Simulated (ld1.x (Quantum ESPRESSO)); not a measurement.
**titanium (Ti), PAW: configuration errors across variants**

| Item | Value |
| --- | --- |
| Element | titanium (Ti) |
| Generator | ld1.x (Quantum ESPRESSO) 7.5 |
| Type | PAW |
| Functional | LDA (PZ) |
| Relativity | scalar-relativistic |
| Frozen core | [Ne] |
| Valence charge | 12 |
| Reference configuration | 3s2 3p6 3d2 4s2 4p0 |
| Partial waves | 3s (bound): rcut 1.55, rcutus 1.70 bohr; 4s (bound): rcut 1.55, rcutus 1.70 bohr; 3p (bound): rcut 1.60, rcutus 1.80 bohr; 4p (bound, empty): rcut 1.60, rcutus 1.80 bohr; 3d (bound): rcut 1.30, rcutus 1.75 bohr; 3d channel at 2.05 Ry: rcut 1.30, rcutus 1.75 bohr |
| Local potential | all-electron potential smoothed inside 1.30 bohr (lloc = -1) |
| Core correction | a·sin(br)/r model core, default radius (core density twice the valence density) |
| Augmentation charge | BESSEL, radius 1.40 bohr |

All-electron excitation energies from the reference (eV): (1) 3s2 3p6 3d2 4s1 4p0 7.536; (2) 3s2 3p6 3d2 4s0 4p0 21.336; (3) 3s2 3p6 3d1 4s0 4p0 48.525; (4) 3s2 3p6 3d2.5 4s1.5 4p0 0.324; (5) 3s2 3p6 3d1 4s2 4p1 4.814; (6) 3s2 3p6 3d3 4s1 4p0 1.060; (7) 3s2 3p6 3d2 4s0 4p1 11.384; (8) 3s2 3p6 3d2 4s2 4p0 spin -0.670; (9) 3s2 3p6 3d2 4s1 4p0 spin 6.292.

Spin tests fill each open shell by Hund’s rule, majority spin first.

The overlap operator is not positive definite (basis up to 400 Ry) in “base”, “all radii but the core radius scaled by about 0.84 (s 1.42, p 1.52, d 1.48 bohr, rcut 1.30/1.34/1.10); local potential all-electron potential smoothed inside 1.10 bohr (lloc = -1); augmentation BESSEL, radius 1.18 bohr”, “all radii but the core radius scaled by about 0.93 (s 1.58, p 1.66, d 1.62 bohr, rcut 1.44/1.48/1.20); local potential all-electron potential smoothed inside 1.20 bohr (lloc = -1); augmentation BESSEL, radius 1.30 bohr”, “all radii but the core radius scaled by about 1.10 (s 1.86, p 1.98, d 1.92 bohr, rcut 1.70/1.76/1.42); local potential all-electron potential smoothed inside 1.42 bohr (lloc = -1); augmentation BESSEL, radius 1.54 bohr”, “all radii but the core radius scaled by about 1.22 (s 2.08, p 2.20, d 2.14 bohr, rcut 1.90/1.96/1.58); local potential all-electron potential smoothed inside 1.58 bohr (lloc = -1); augmentation BESSEL, radius 1.70 bohr”, “all radii but the core radius scaled by about 1.29 (s 2.20, p 2.32, d 2.26 bohr, rcut 2.00/2.06/1.68); local potential all-electron potential smoothed inside 1.68 bohr (lloc = -1); augmentation BESSEL, radius 1.80 bohr”, “all radii but the core radius scaled by about 1.40 (s 2.38, p 2.52, d 2.46 bohr, rcut 2.18/2.24/1.82); local potential all-electron potential smoothed inside 1.82 bohr (lloc = -1); augmentation BESSEL, radius 1.96 bohr”. Such files are unfit for use, however small their errors in these radial tests.

Errors AE − PS in meV (a dash: test not solved or not reliable):

```csv
change,(1),(2),(3),(4),(5),(6),(7),(8),(9),bound ghosts
base,+1.1,+8.3,+26,+6.4,+57,+19,+11,-0.2,+0.4,not determined (overlap not positive)
"all radii but the core radius scaled by about 0.84 (s 1.42, p 1.52, d 1.48 bohr, rcut 1.30/1.34/1.10); local potential all-electron potential smoothed inside 1.10 bohr (lloc = -1); augmentation BESSEL, radius 1.18 bohr",-0.5,-1.3,-3.8,-1.1,-5.4,-1.9,-0.5,-1.0,-1.3,not determined (overlap not positive)
"all radii but the core radius scaled by about 0.93 (s 1.58, p 1.66, d 1.62 bohr, rcut 1.44/1.48/1.20); local potential all-electron potential smoothed inside 1.20 bohr (lloc = -1); augmentation BESSEL, radius 1.30 bohr",-0.4,-0.5,+5.1,0.0,+7.8,+0.6,+0.6,-0.4,-1.0,not determined (overlap not positive)
"all radii but the core radius scaled by about 1.10 (s 1.86, p 1.98, d 1.92 bohr, rcut 1.70/1.76/1.42); local potential all-electron potential smoothed inside 1.42 bohr (lloc = -1); augmentation BESSEL, radius 1.54 bohr",-7.2,-53,-59,-24,-42,-67,+55,-0.9,-7.7,not determined (overlap not positive)
"all radii but the core radius scaled by about 1.22 (s 2.08, p 2.20, d 2.14 bohr, rcut 1.90/1.96/1.58); local potential all-electron potential smoothed inside 1.58 bohr (lloc = -1); augmentation BESSEL, radius 1.70 bohr",-28,-386,-55,-92,–,–,–,–,–,not determined (overlap not positive)
"all radii but the core radius scaled by about 1.29 (s 2.20, p 2.32, d 2.26 bohr, rcut 2.00/2.06/1.68); local potential all-electron potential smoothed inside 1.68 bohr (lloc = -1); augmentation BESSEL, radius 1.80 bohr",–,–,–,–,–,–,–,–,–,not determined (overlap not positive)
"all radii but the core radius scaled by about 1.40 (s 2.38, p 2.52, d 2.46 bohr, rcut 2.18/2.24/1.82); local potential all-electron potential smoothed inside 1.82 bohr (lloc = -1); augmentation BESSEL, radius 1.96 bohr",–,–,–,–,–,–,–,–,–,not determined (overlap not positive)
```

(1) Give the same row for: all radii but the core radius scaled by about 0.78 (s 1.32, p 1.40, d 1.36 bohr, rcut 1.20/1.24/1.00); local potential all-electron potential smoothed inside 1.00 bohr (lloc = -1); augmentation BESSEL, radius 1.08 bohr.

## Answers

(1) -0.5, -1.3, -0.1, -0.8, +1.9, -1.5, -0.5, -0.5, -1.0; bound ghosts: none.
